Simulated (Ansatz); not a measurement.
`[SiH3][SiH2]OBCl` + `NCF` → `FCN[SiH2][SiH3]` + `OBCl`  (ligand exchange at the Si–O bond)

Calculated with Ansatz (gas phase, PBE0-D4/def2-TZVP geometries, no zero-point term in ΔE). CCSD(T)/CBS adds triple-zeta CCSD(T) − MP2 to the extrapolated MP2 energy (def2 sets, frozen cores). This one scheme is used for every species. Functionals use def2-TZVPP. B3LYP here is the variant with VWN-RPA as its local correlation; programs differ in this. One conformer a species, not always the lowest.

`[SiH3][SiH2]OBCl`:

Z-matrix (Å, degrees):
```
Si
Si 1 2.346
H 1 1.487 2 110.9
H 1 1.488 2 107.7 3 119.2
H 1 1.487 2 110.9 3 -121.6
O 2 1.669 1 112.2 3 60.9
H 2 1.485 1 111.0 3 -58.6
H 2 1.485 1 110.9 3 -179.7
B 6 1.336 2 132.4 1 -0.2
Cl 9 1.756 6 119.3 2 179.9
H 9 1.197 6 122.8 2 -0.1
```

`NCF`:

Z-matrix (Å, degrees):
```
C
F 1 1.406
N 1 1.402 2 113.7
H 1 1.092 2 106.1 3 121.3
H 1 1.092 2 106.1 3 -121.3
H 3 1.010 1 112.8 2 62.5
H 3 1.010 1 112.8 2 -62.5
```

`FCN[SiH2][SiH3]`:

```xyz
13

F    -1.395   -1.638   -0.419
C    -1.717   -0.357   -0.901
N    -1.225    0.669   -0.081
Si    0.470    1.069   -0.009
Si    1.834   -0.625    0.873
H    -2.807   -0.328   -0.967
H    -1.276   -0.293   -1.899
H    -1.766    0.808    0.760
H     0.570    2.294    0.830
H     0.902    1.377   -1.401
H     3.228   -0.125    1.038
H     1.857   -1.805   -0.031
H     1.326   -1.047    2.207
```

`OBCl`:

Z-matrix (Å, degrees):
```
B
O 1 1.340
Cl 1 1.766 2 121.0
H 1 1.189 2 119.8 3 -180.0
H 2 0.963 1 113.9 3 -0.0
```

```csv
level,ΔE (eV)
B2PLYP,0.43
r2SCAN,0.40
B3LYP,0.43
SCS-MP2/def2-TZVPP,0.42
CCSD(T)/def2-TZVPP,0.40
SCS-MP2/def2-QZVPP,0.43
HF/CBS(def2),0.54
MP2/CBS(def2),0.40
```

(1) What does CCSD(T)/CBS give? (Best estimate.)

Largest T1 diagnostic among the species: 0.013.

## Answers

(1) Ansatz gave: +0.41 eV. The listed levels differ from it by 0.02, -0.01, 0.02, 0.01, -0.01, 0.02, 0.13, -0.01 eV.

In def2-TZVPP, CCSD(T) changes the Hartree–Fock value by −0.13 eV (the triples alone add −0.02 eV) and MP2 by −0.13 eV.
